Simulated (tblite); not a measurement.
Compound: C5H13NSi.
Structure used (GFN2-xTB), in Å, numbered top down from 1:
```
atom  x, y, z in Å
C1    -0.509    2.433   -0.763
C2    -0.007    1.541    0.077
Si3    0.206   -0.296   -0.294
C4    -1.210   -1.320    0.457
C5    -2.570   -0.861   -0.049
N6     1.635   -0.780    0.537
C7     2.918   -0.164    0.293
H8    -0.632    3.475   -0.507
H9    -0.822    2.158   -1.758
H10    0.289    1.880    1.064
H11    0.218   -0.486   -1.761
H12   -1.081   -2.376    0.218
H13   -1.191   -1.243    1.545
H14   -3.375   -1.446    0.394
H15   -2.734    0.185    0.197
H16   -2.632   -0.965   -1.130
H17    1.735   -1.755    0.777
H18    2.763    0.897    0.109
H19    3.432   -0.589   -0.576
H20    3.563   -0.279    1.166
```

Computed with GFN2-xTB (tblite): harmonic, unscaled wavenumbers at the GFN2-xTB geometry, gas phase. Errors from tens to a few hundred cm⁻¹ against measured bands are possible. Modes of hydrogen on silicon can be 10 to 20 % off. One conformer, not necessarily the lowest.

Harmonic wavenumbers (cm⁻¹): 29.8, 53.9, 95.9, 109.2, 137.9, 149.5, 188.7, 240.8, 277.5, 305.1, 347.3, 492.5, 524.4, 640.9, 666.6, 685.9, 732.0, 770.4, 823.1, 920.4, 979.9, 1008.9, 1021.5, 1033.4, 1064.8, 1085.1, 1110.8, 1157.0, 1244.8, 1270.1, 1292.4, 1363.2, 1420.7, 1422.0, 1424.2, 1489.3, 1493.1, 1504.6, 1516.0, 1516.6, 1673.3, 2115.0, 2907.0, 2972.5, 2974.0, 2988.5, 3007.2, 3018.2, 3028.5, 3031.9, 3036.3, 3065.3, 3094.4, 3442.0.

A = 2473, B = 1547, C = 1027 MHz; mass 115.082 u (most abundant isotopes); point group C1, symmetry number 1.

Task: Zero-point energy?

Result: ½Σν̃ = 36982 cm⁻¹ = 442.41 kJ/mol.

Task: Give the ideal-gas entropy at 350 K and 1 bar in the rigid-rotor, harmonic-oscillator model (classical rotation).

Result: Translation 171.37, rotation 122.48, vibration 169.39: S = 463.2 J/(mol K).

Task: And Cp and H(350 K) − H(0)?

Result: Cp = 187.40 J/(mol K), of which vibrations give 154.14 (their classical limit is 54 R = 449.0); H(350 K) − H(0) = 40.74 kJ/mol without the zero-point energy, 29.10 from vibrations.

Task: Which modes carry the vibrational entropy at 350 K?

Result: 29.8 cm⁻¹: 25.78; 53.9 cm⁻¹: 20.86; 95.9 cm⁻¹: 16.11; 109.2 cm⁻¹: 15.04; 137.9 cm⁻¹: 13.14; 149.5 cm⁻¹: 12.49 J/(mol K); the other 48 give 65.96 together.

Task: Blend soft modes into free rotors: weight 1/[1 + (100 cm⁻¹/ν̃)⁴] for the oscillator and the rest for a rotor with moment μB/(μ + B), μ = h/(8π²ν), B = 10⁻⁴⁴ kg m². What vibrational entropy results?

Result: 152.46 J/(mol K) in place of 169.39, which changes −T·S at 350 K by +5.92 kJ/mol.

Hindered rotation and anharmonicity are outside this model. Other conformers, if any are populated, would add a mixing term that is left out. The structure is chiral; the term R ln 2 for an equal mix with its mirror image is left out.

Hardware: an Arm Neoverse V2 with one thread, no GPU (shared host). Cost: 0.62 s. The figure is for the frequency step alone.
